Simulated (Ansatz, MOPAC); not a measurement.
Molecule: ZrO2, charge 0, multiplicity 1. SMILES: [O]=[Zr]=[O]

Atoms: Zr1, O2, O3. Bonds: Zr1-O2, Zr1-O3.

Bond lengths (Å) and angles (degrees) optimised at PM6 with MOPAC; PM7 with MOPAC; HF/6-31G* with LANL2DZ past Ar with Ansatz (a program for electronic structure); PBE/6-31G* with LANL2DZ past Ar with Ansatz; B3LYP/LANL2DZ with Ansatz; MP2/6-31G* with LANL2DZ past Ar with Ansatz, each started from the B3LYP-D3(BJ)/def2-TZVP structure (Ansatz) of the last column. A row stands for all coordinates that are equal there. 6-31G* holds six Cartesian d functions. No wavenumbers were computed at PBE/6-31G* with LANL2DZ past Ar, B3LYP/LANL2DZ, MP2/6-31G* with LANL2DZ past Ar, so these may be saddle points.

```json
[
 {"coordinate": "Zr1-O2", "PM6": "1.806", "PM7": "1.795", "HF/6-31G* with LANL2DZ past Ar": "1.769", "PBE/6-31G* with LANL2DZ past Ar": "1.796", "B3LYP/LANL2DZ": "1.806", "MP2/6-31G* with LANL2DZ past Ar": "1.831", "B3LYP-D3(BJ)/def2-TZVP": "1.776"},
 {"coordinate": "O2-Zr1-O3", "PM6": "143.1", "PM7": "111.0", "HF/6-31G* with LANL2DZ past Ar": "111.9", "PBE/6-31G* with LANL2DZ past Ar": "105.9", "B3LYP/LANL2DZ": "107.1", "MP2/6-31G* with LANL2DZ past Ar": "105.4", "B3LYP-D3(BJ)/def2-TZVP": "108.2"}
]
```

Mean signed difference of all 2 bond lengths from B3LYP-D3(BJ)/def2-TZVP: PM6 0.030 Å, PM7 0.019 Å, HF/6-31G* with LANL2DZ past Ar -0.007 Å, PBE/6-31G* with LANL2DZ past Ar 0.020 Å, B3LYP/LANL2DZ 0.030 Å, MP2/6-31G* with LANL2DZ past Ar 0.055 Å.
